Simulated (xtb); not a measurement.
GeH4, SMILES [GeH4]. All values are semi-empirical tight-binding results from xtb (GFN2-xTB unless named), good for trends rather than for accurate numbers. Geometry optimised at GFN2-xTB. The isomer is the one that the SMILES or the coordinates give; other isomers of the formula were not compared.

For metal compounds this method's bond lengths and energies can be far off.

| Item | Result |
|---|---|
| point group as xtb finds it | Td |
| orbital gap | 8.62 eV |
| zero-point energy | 18.1 kcal/mol |
| G − E(el) at 298.15 K (modified RRHO) | 5.3 kcal/mol |
